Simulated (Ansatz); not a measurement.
`COc1ccc(-c2ccc(-c3ccc(-c4ccc(-c5ccc(-c6ccc(C(F)=C(F)F)cc6)s5)s4)s3)s2)cc1`. The state is a triplet with charge 0. Geometry PBE-D4/def2-SVP, that of the neutral singlet.

```xyz
58

C     9.488   -8.504    3.976
O     8.584   -8.929    2.973
C     7.619   -8.063    2.564
C     6.738   -8.539    1.566
C     5.716   -7.729    1.081
C     5.526   -6.407    1.564
C     4.456   -5.563    1.039
C     3.600   -5.794   -0.039
C     2.677   -4.747   -0.271
C     2.802   -3.685    0.626
C     2.055   -2.456    0.695
C     2.198   -1.382    1.578
C     1.283   -0.331    1.343
C     0.415   -0.573    0.275
C    -0.631    0.259   -0.257
C    -1.528   -0.004   -1.296
C    -2.426    1.057   -1.550
C    -2.240    2.160   -0.713
C    -2.954    3.409   -0.679
C    -2.801    4.491    0.192
C    -3.682    5.563   -0.082
C    -4.532    5.332   -1.165
C    -5.558    6.199   -1.731
C    -5.711    7.537   -1.286
C    -6.686    8.379   -1.816
C    -7.566    7.922   -2.831
C    -8.608    8.746   -3.435
F    -9.354    8.149   -4.396
C    -8.941   10.036   -3.170
F    -9.913   10.680   -3.791
F    -8.336   10.798   -2.267
C    -7.418    6.588   -3.282
C    -6.442    5.752   -2.744
S    -4.211    3.750   -1.849
S    -0.919    1.859    0.402
S     0.755   -2.140   -0.439
S     4.086   -4.015    1.772
C     6.417   -5.950    2.562
C     7.447   -6.755    3.063
H    10.177   -9.351    4.156
H    10.081   -7.619    3.653
H     8.966   -8.255    4.927
H     6.881   -9.563    1.191
H     5.040   -8.133    0.314
H     3.652   -6.699   -0.658
H     1.934   -4.753   -1.081
H     2.956   -1.369    2.373
H     1.245    0.594    1.936
H    -1.527   -0.953   -1.851
H    -3.204    1.030   -2.325
H    -2.068    4.493    1.010
H    -3.708    6.487    0.509
H    -5.040    7.934   -0.510
H    -6.762    9.406   -1.439
H    -8.089    6.210   -4.065
H    -6.366    4.717   -3.114
H     6.311   -4.928    2.957
H     8.112   -6.351    3.837
```

Single mean-field runs in def2-SVP are fitted with def2-universal-jkfit. At PBE0-D4/def2-SVP a singlet of charge 0 lies 1.69 eV below the triplet at the same geometry.

Q: Estimate the α-spin orbital energies around the gap (eV) in Ansatz with PBE-D4/def2-SVP, PBE0-D4/def2-SVP.

A: 
```json
{"orbital": "HOMO−5", "PBE-D4/def2-SVP": "-6.24", "PBE0-D4/def2-SVP": "-7.45"}
{"orbital": "HOMO−4", "PBE-D4/def2-SVP": "-6.00", "PBE0-D4/def2-SVP": "-7.24"}
{"orbital": "HOMO−3", "PBE-D4/def2-SVP": "-5.54", "PBE0-D4/def2-SVP": "-6.70"}
{"orbital": "HOMO−2", "PBE-D4/def2-SVP": "-5.04", "PBE0-D4/def2-SVP": "-6.02"}
{"orbital": "HOMO−1", "PBE-D4/def2-SVP": "-4.60", "PBE0-D4/def2-SVP": "-5.52"}
{"orbital": "HOMO", "PBE-D4/def2-SVP": "-2.96", "PBE0-D4/def2-SVP": "-3.53"}
{"orbital": "LUMO", "PBE-D4/def2-SVP": "-2.43", "PBE0-D4/def2-SVP": "-2.01"}
{"orbital": "LUMO+1", "PBE-D4/def2-SVP": "-1.87", "PBE0-D4/def2-SVP": "-1.35"}
{"orbital": "LUMO+2", "PBE-D4/def2-SVP": "-1.42", "PBE0-D4/def2-SVP": "-0.65"}
{"orbital": "LUMO+3", "PBE-D4/def2-SVP": "-1.31", "PBE0-D4/def2-SVP": "-0.53"}
{"orbital": "LUMO+4", "PBE-D4/def2-SVP": "-1.27", "PBE0-D4/def2-SVP": "-0.48"}
{"orbital": "LUMO+5", "PBE-D4/def2-SVP": "-0.74", "PBE0-D4/def2-SVP": "0.04"}
{"orbital": "β HOMO", "PBE-D4/def2-SVP": "-4.88", "PBE0-D4/def2-SVP": "-5.62"}
{"orbital": "β LUMO", "PBE-D4/def2-SVP": "-4.30", "PBE0-D4/def2-SVP": "-4.01"}
```
